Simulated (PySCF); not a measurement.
## Electronic absorption of C4H5F3OSi

Species: C4H5F3OSi.
SMILES: `FC(F)=C(F)/C=C\O[SiH3]`

Computed with TDDFT B3LYP/def2-SVPD, vertical, gas phase, core orbitals frozen in the response (PySCF). The structure is a single PBE0-D3(BJ)/def2-SVP conformer in the gas phase; no vibrational or solvent corrections. Torsions of this conformer, `[F:1][C:2]([F:3])=[C:4]([F:5])/[CH:6]=[CH:7]\[O:8][SiH3:9]`: C2–C4–C6–C7 -179°, C6–C7–O8–Si9 180°.

Problem. Predict the UV-vis stick spectrum at this level.

Solution. 

```tsv
state	E (eV)	E (hartree)	f	|μ| (D)	main configurations (H = HOMO, L = LUMO)
S1	4.88	0.1792	0.0005	0.16	H→L+1 (97%)
S2	5.27	0.1937	0.778	6.24	H→L (96%)
S3	5.58	0.2051	0.0003	0.12	H→L+2 (64%), H→L+3 (32%)
S4	5.88	0.2161	0.0069	0.56	H→L+3 (65%), H→L+2 (32%)
S5	6.03	0.2215	0.0001	0.07	H→L+4 (95%)
S6	6.43	0.2364	0.0046	0.43	H→L+7 (51%), H→L+6 (44%)
S7	6.52	0.2396	0.035	1.19	H-1→L (50%), H→L+5 (40%)
S8	6.59	0.2423	0.0089	0.60	H→L+6 (52%), H→L+7 (44%)
S9	6.75	0.2480	0.011	0.65	H→L+5 (55%), H-1→L (31%), H→L+8 (12%)
S10	7.06	0.2596	0.0021	0.28	H-2→L (93%)
```

Triplets (Tamm–Dancoff): T1 2.98 eV, H→L (96%); T2 4.79 eV, H→L+1 (95%); T3 5.09 eV, H-1→L (64%), H→L+8 (22%); T4 5.43 eV, H→L+2 (53%), H→L+3 (40%).

The lowest singlet comes at 254 nm (471 kJ/mol) in the ultraviolet; it is dark (f under 0.0005); its leading configuration is HOMO→LUMO+1 (97%). The strongest level in the table is S2 at 5.27 eV (235 nm, f = 0.778). Löwdin shares by element: HOMO carbon 66% (atoms not listed hold the other 34%); LUMO carbon 70% (atoms not listed hold the other 30%). The oscillator strengths of these states sum to 0.847; summed over the whole spectrum of an exact calculation they would give the number of electrons, 78 (Thomas–Reiche–Kuhn). Orbital energies (eV): HOMO-3 -9.76, HOMO-2 -9.25, HOMO-1 -8.37, HOMO -6.12, LUMO -1.03, LUMO+1 -0.44, LUMO+2 0.25. The listed states span 2.19 eV. All these states lie below the vertical ionisation energy of 8.21 eV (ΔSCF). The window holds the lowest 10 singlets.
